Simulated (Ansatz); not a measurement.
**A relaxation, step by step**

CH$_{6}$BrGa, closed shell, PBE0-D4/def2-TZVP (Ansatz 0.2.0). Settings:

```yaml
hamiltonian: {xc: pbe0, dispersion: d4}
relax: {f_tol: 0.005, max_steps: 200}
```

Start, a step off a saddle point along its unstable mode:

```xyz
9
angstrom
Ga -0.7304 -0.6308 -0.5351
Br 1.1644 0.9843 -1.9797
H -0.2440 -2.0542 -1.0254
H -2.0587 0.0629 -1.0406
H 0.9099 0.7723 -0.6965
C 0.1471 0.1342 1.0433
H 0.0516 1.2231 1.1996
H 1.2044 -0.1294 1.2079
H -0.4444 -0.3623 1.8267
```

```csv
step,energy less the last (meV),largest force component (eV/Å)
1,445.2,3.953
2,122.4,0.422
3,95.8,0.897
4,84.0,0.489
5,30.3,0.759
6,3.8,0.199
7,0.3,0.021
8,0.1,0.011
9,0.0,0.008
10,0.0,0.003
```

Step 2, positions (Å) and forces (eV/Å):

| atom | x | y | z | Fx | Fy | Fz |
| --- | --- | --- | --- | --- | --- | --- |
| Ga1 | -0.760 | -0.655 | -0.524 | -0.088 | -0.080 | -0.080 |
| Br2 | 1.192 | 1.005 | -2.120 | 0.005 | 0.001 | -0.422 |
| H3 | -0.278 | -2.062 | -1.026 | -0.022 | 0.019 | -0.029 |
| H4 | -2.073 | 0.030 | -1.042 | 0.015 | -0.024 | -0.028 |
| H5 | 1.057 | 0.900 | -0.709 | 0.106 | 0.094 | 0.370 |
| C6 | 0.116 | 0.107 | 1.083 | 0.078 | 0.098 | 0.232 |
| H7 | 0.014 | 1.192 | 1.208 | -0.076 | -0.129 | -0.029 |
| H8 | 1.170 | -0.162 | 1.220 | -0.118 | -0.061 | -0.026 |
| H9 | -0.438 | -0.357 | 1.912 | 0.099 | 0.082 | 0.011 |

Step 7, positions (Å) and forces (eV/Å):

```
atom       x       y       z      Fx      Fy      Fz
 Ga1  -0.798  -0.687  -0.474   0.013   0.011   0.021
 Br2   1.030   0.865  -2.153   0.006   0.005  -0.001
  H3  -0.327  -2.076  -1.047   0.001   0.004   0.000
  H4  -2.094  -0.014  -1.064   0.004   0.000  -0.001
  H5   1.671   1.420  -1.009  -0.010  -0.009  -0.011
  C6   0.019   0.026   1.182  -0.008  -0.007   0.003
  H7  -0.086   1.111   1.252   0.002  -0.003  -0.003
  H8   1.075  -0.242   1.261  -0.002   0.002  -0.002
  H9  -0.488  -0.403   2.052  -0.005  -0.004  -0.006
```

Step 8, positions (Å) and forces (eV/Å):

```csv
atom,x,y,z,Fx,Fy,Fz
Ga1,-0.794,-0.684,-0.472,0.003,0.002,0.003
Br2,1.026,0.863,-2.163,-0.002,-0.001,-0.009
H3,-0.321,-2.071,-1.048,-0.001,-0.001,0.000
H4,-2.088,-0.009,-1.064,-0.001,-0.001,0.000
H5,1.668,1.418,-1.020,0.002,0.002,0.003
C6,0.017,0.025,1.187,0.005,0.005,-0.011
H7,-0.087,1.109,1.259,-0.002,0.000,0.004
H8,1.073,-0.243,1.269,0.000,-0.003,0.004
H9,-0.494,-0.407,2.053,-0.005,-0.004,0.005
```

Last step (10):

Ga1  (-0.791, -0.681, -0.471)
Br2  (1.024, 0.861, -2.173)
H3  (-0.318, -2.068, -1.047)
H4  (-2.084, -0.007, -1.064)
H5  (1.675, 1.424, -1.040)
C6  (0.015, 0.023, 1.193)
H7  (-0.089, 1.107, 1.269)
H8  (1.070, -0.246, 1.280)
H9  (-0.502, -0.413, 2.053)
(Å)

The run took about 25 s on 4 CPU threads of an Arm Neoverse V2 (shared host).
